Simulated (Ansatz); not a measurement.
Species: sum formula H$_{3}$BPO$_{2}$ (charge 0, doublet). It need not be the lowest isomer of its formula. 
Structure (B3LYP-D3(BJ)/def2-TZVP (Ansatz, a quantum-chemistry and plane-wave program) minimum search):
```xyz
7

O     -0.4175     0.0130    -1.4947
B     -0.6808    -0.0081    -0.2495
O     -1.7609    -0.0371     0.5685
P      1.2490     0.0141     0.5081
H     -1.5539    -0.0462     1.5073
H      1.8426    -1.0169    -0.2502
H      1.8074     1.0844    -0.2221
```
Charge 0, spin multiplicity 2.

Basis-set convergence of Hartree-Fock and CCSD(T) correlation energies (hartree) with Ansatz. Valence correlation only, unless marked. Open shells are spin-unrestricted. Spin-orbit coupling is left out. No relativistic terms.

```tsv
basis	functions	E(HF)	E(corr, CCSD(T))
cc-pV(D+d)Z	80	-516.95591	-0.61223
cc-pV(T+d)Z	171	-517.02640	-0.76820
cc-pV(Q+d)Z	319	-517.04345	-0.81977
```

Extrapolating the two largest sets (X = 3 and 4) as X^-3: E(corr) = (64·(-0.81977) - 27·(-0.76820))/37 = -0.8574 Eh, an estimate of the basis-set limit. The largest set recovers 95.6 % of it, the smallest 71.4 %.
